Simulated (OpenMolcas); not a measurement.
A calculation on neutral gallium.

```yaml
Program: OpenMolcas
Method: RASSCF
Basis: ANO-RCC-VQZP [7s6p4d2f1g]
Scalar_Hamiltonian: DKH2, point nucleus
Active_space: 1 electron in 9 orbitals (RAS2 4p; RAS3 4d 5s, at most 1 electron)
State_averaging: 2S+1 = 2 odd, 3 roots; 2S+1 = 2 even, 1 root
Spin-orbit_coupling: RASSI with atomic mean-field integrals over the reference wave functions, term energies averaged over their components
```

Which level of the active space comes out lowest?

4s2 4p 2P* 1/2, with 100 % of that term; it is also the measured ground level.

How high does 4s2 4p 2P* 3/2 lie?

704 cm-1 above the lowest level; measured 826 cm-1 above the ground level, so the calculation is off by -15 %.

How high does 4s2 5s 2S 1/2 lie?

29475 cm-1 above the lowest level; measured 24789 cm-1 above the ground level, so the calculation is off by +19 %.

Measured values: NIST Handbook of Basic Atomic Spectroscopic Data.

ANO sets are built for valence states and can reach diffuse excited orbitals poorly, and with the s shell closed the s pⁿ⁺¹ terms that mix with these levels are absent. With one active electron the reference holds no correlation, so core polarisation is missing. No level of 4s2 4d was computed, though it lies in the active space. Computed and measured levels are paired by configuration, term and J; levels that our copy of the source lacks, or whose pairing is in doubt (as where it misses far off the trend of its configuration), stay unpaired and out of the deviations. Only configurations of the active space appear.

* marks odd parity.
